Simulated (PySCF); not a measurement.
C8H12Ge.
InChI=1S/C8H12Ge/c1-5-9(6-2,7-3)8-4/h5-8H,1-4H2

A linear-response calculation (PySCF, def2-SVPD basis, gas phase, vertical, core orbitals frozen in the response) gave these numbers; the functional is withheld.

Orbital energies (eV): HOMO-3 -9.27, HOMO-2 -9.11, HOMO-1 -8.98, HOMO -8.91, LUMO 0.54, LUMO+1 0.84, LUMO+2 0.96.

```json
{"state": "S1", "E (eV)": "6.24", "f": "0.014", "main configurations (H = HOMO, L = LUMO)": "H-1→L (37%), H-5→L (17%), H→L (10%)"}
{"state": "S2", "E (eV)": "6.34", "f": "0.061", "main configurations (H = HOMO, L = LUMO)": "H→L (38%), H-1→L (11%)"}
{"state": "S3", "E (eV)": "6.47", "f": "0.013", "main configurations (H = HOMO, L = LUMO)": "H-2→L+1 (26%), H-4→L+1 (14%), H-4→L+2 (14%)"}
{"state": "S4", "E (eV)": "6.55", "f": "0.028", "main configurations (H = HOMO, L = LUMO)": "H→L+1 (14%), H-4→L+1 (10%), H-2→L+2 (9%)"}
{"state": "S5", "E (eV)": "6.99", "f": "0.306", "main configurations (H = HOMO, L = LUMO)": "H→L+1 (27%), H-2→L (24%), H-1→L (10%)"}
{"state": "S6", "E (eV)": "7.05", "f": "0.244", "main configurations (H = HOMO, L = LUMO)": "H-2→L+2 (23%), H→L (16%), H-2→L (14%)"}
```

Triplets, Tamm–Dancoff:

```
state  E (eV)  λ (nm)     main configurations (H = HOMO, L = LUMO)
   T1    4.26   291.4           H→L (28%), H-3→L (13%), H→L+4 (8%)
   T2    4.27   290.3    H-1→L+1 (18%), H-2→L (17%), H-3→L+2 (11%)
   T3    4.28   289.5    H-2→L+2 (20%), H-1→L (15%), H-2→L+1 (14%)
   T4    4.30   288.4  H-3→L+1 (30%), H-1→L+2 (18%), H-3→L+2 (12%)
```

Vertical ionisation energy by ΔSCF with the same functional: 9.49 eV. Mean static polarisability: 125.2 au.

**Question.** Name the functional.
A. PBE0
B. CAM-B3LYP
C. HF
D. PBE

**Answer.** B. CAM-B3LYP is range-separated, 19% exact exchange at short range and 65% at long range (ω = 0.33 bohr⁻¹). In this run −ε(HOMO) = 8.91 eV differs from the ΔSCF value by -0.58 eV, and S1 differs from the orbital gap of 9.45 eV by -3.21 eV. The ratio −ε(HOMO)/IP is 0.94. Usual ranges for neutral molecules in this basis: 0.85 to 0.93 with CAM-B3LYP, 0.5 to 0.7 with PBE, 0.7 to 0.83 with PBE0; with Hartree–Fock the ratio is 1 or more (Koopmans' value less the relaxation energy is the ΔSCF value).

Computed with TDDFT CAM-B3LYP/def2-SVPD, vertical, gas phase, core orbitals frozen in the response (PySCF 2.14.0, density-fitted response routines). The structure is a single PBE0-D3(BJ)/def2-SVP conformer in the gas phase; no vibrational or solvent corrections. Relativistic effects, spin–orbit coupling among them, are left out although an element past zinc is present.

The values belong to the conformer `[CH2:1]=[CH:2][Ge:3]([CH:4]=[CH2:5])([CH:6]=[CH2:7])[CH:8]=[CH2:9]`: C1–C2–Ge3–C4 136°, C2–Ge3–C4–C5 -138°, C2–Ge3–C6–C7 -135°, C2–Ge3–C8–C9 -130°.
